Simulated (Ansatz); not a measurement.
Geometry optimisation, Ansatz 0.2.0, RKS B3LYP-D4/def2-SVP.

Input file:

```yaml
crystal:
  periodic: [false, false, false]
  atoms:
    - { symbol: Si, position_ang: [-0.007664, -0.442917, -0.606079] }
    - { symbol: Si, position_ang: [0.189747, 0.041929, 2.796333] }
    - { symbol: H, position_ang: [-1.239204, -0.33239, 2.65075] }
    - { symbol: H, position_ang: [0.621042, -0.298145, 4.190858] }
    - { symbol: H, position_ang: [0.354216, 1.522925, 2.644202] }
    - { symbol: Si, position_ang: [2.247474, 0.038649, -1.062316] }
    - { symbol: H, position_ang: [3.02454, -1.22103, -1.255114] }
    - { symbol: H, position_ang: [2.317841, 0.840781, -2.321273] }
    - { symbol: H, position_ang: [2.880225, 0.83096, 0.034313] }
    - { symbol: "N", position_ang: [-0.770503, 0.976644, -0.017038] }
    - { symbol: H, position_ang: [-1.780735, 1.080845, 0.03481] }
    - { symbol: H, position_ang: [-0.290493, 1.731491, 0.46] }
    - { symbol: H, position_ang: [-0.747008, -0.888715, -1.820955] }
    - { symbol: F, position_ang: [-0.100919, -1.725632, 0.372958] }
    - { symbol: H, position_ang: [1.042439, -0.679296, 1.843951] }
basis:
  gaussian: { orbitals: def2-SVP }
hamiltonian:
  xc: b3lyp
  dispersion: d4
relax:
  f_tol: 0.03
  max_steps: 50
output:
  orbitals: {}
```

Command:

```bash
$ ansatz run input.yaml --threads 4 --pin off --max-ram 5120MiB --backend cpu --events-out ev --progress --plain --runs-dir out
```

**Question.** Where does it end, and by what steps?

**Answer.** The run converged. After 8 steps the energy has fallen by 0.253 eV; H15 moved furthest, 0.50 Å.

| step | energy less start (eV) | largest force component (eV/Å) | accepted |
| --- | --- | --- | --- |
| 0 | 0.0000 | 1.113 | yes |
| 1 | -0.1841 | 0.370 | yes |
| 2 | -0.2091 | 0.560 | yes |
| 3 | -0.2360 | 0.494 | yes |
| 4 | -0.2459 | 0.146 | yes |
| 5 | -0.2485 | 0.096 | yes |
| 6 | -0.2519 | 0.039 | yes |
| 7 | -0.2525 | 0.031 | yes |
| 8 | -0.2529 | 0.020 | yes |

```xyz
15
Properties=species:S:1:pos:R:3
Si -0.047 -0.414 -0.883
Si 0.222 0.047 3.155
H -1.157 -0.478 2.964
H 0.605 -0.057 4.593
H 0.262 1.488 2.764
Si 2.236 0.021 -1.213
H 3.012 -1.242 -1.382
H 2.428 0.873 -2.424
H 2.768 0.758 -0.027
N -0.767 0.992 -0.213
H -1.773 1.123 -0.171
H -0.283 1.588 0.451
H -0.814 -0.792 -2.101
F -0.147 -1.721 0.110
H 1.193 -0.711 2.323
```

Whether the end is a true minimum wasn't checked by a vibrational analysis.

The run took 37 s on 4 threads of Arm Neoverse N1, with other jobs on the host, peak memory 0.34 GiB.
